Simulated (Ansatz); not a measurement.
`C[CH](C)[SbH2]` + `O[AsH][SiH3]` → `CO[AsH][SiH3]` + `C[CH2][SbH2]` at 400 K and 1 bar (substitution at a C–C bond).

Calculated with Ansatz (gas phase, PBE0-D4/def2-TZVP geometries, no zero-point term in ΔE). CCSD(T)/CBS adds triple-zeta CCSD(T) − MP2 to the extrapolated MP2 energy (def2 sets, frozen cores). Elements past krypton have def2 core potentials. For As, Sb outer-core shells are correlated without core-valence functions, which leaves a few kJ/mol of doubt a bond. Scalar relativity is left out up to krypton. Each species was taken in one conformer, which may not be the lowest.

| species | CCSD(T)/CBS energy (Eh) | H − E (kJ/mol) | S (J/(mol·K)) |
| --- | --- | --- | --- |
| `C[CH](C)[SbH2]` | -359.57575 | 312.8 | 379.0 |
| `O[AsH][SiH3]` | -2602.26090 | 151.1 | 355.8 |
| `CO[AsH][SiH3]` | -2641.50192 | 230.8 | 402.2 |
| `C[CH2][SbH2]` | -320.31453 | 232.7 | 342.5 |

H − E and S are ideal-gas, rigid-rotor, harmonic terms from PBE0-D4/def2-TZVP, for one conformer and one mirror image of each species. 1 Eh = 2625.50 kJ/mol, R = 8.31446 J/(mol·K).

Problem. By hand: ΔE, ΔH, ΔS and ΔG.

Solution. ΔE = (-2641.50192) + (-320.31453) − (-359.57575) − (-2602.26090) = 0.02020 Eh = 53.0 kJ/mol. Δ(H − E) = 230.8 + 232.7 − 312.8 − 151.1 = -0.4, so ΔH = 52.6 kJ/mol. ΔS = 402.2 + 342.5 − 379.0 − 355.8 = 9.9 J/(mol·K). ΔG = 52.6 − 400 × (9.9)/1000 = 48.6 kJ/mol.

Problem. By hand: the equilibrium constant, and the temperature at which ΔG would vanish if ΔH and ΔS stayed fixed.

Solution. log₁₀ K = −ΔG/(RT ln 10) = -6.3. ΔG = 0 at ΔH/ΔS = 5313 K, far beyond where these terms or the molecules hold.

The number of gas molecules stays the same, so ΔS is small and ΔH decides. A doubt of 5 kJ/mol in ΔE shifts log₁₀ K by 0.7 here. Other conformers and mirror images would add mixing entropy, several J/(mol·K) or more a flexible species. Modes under 60 cm⁻¹, often nearly free rotors, make the harmonic entropy too high. These are equilibria of isolated gas molecules and say nothing of rates. Largest T1 diagnostic: 0.012 (customary marks: 0.02 for closed shells, 0.045 for open ones).
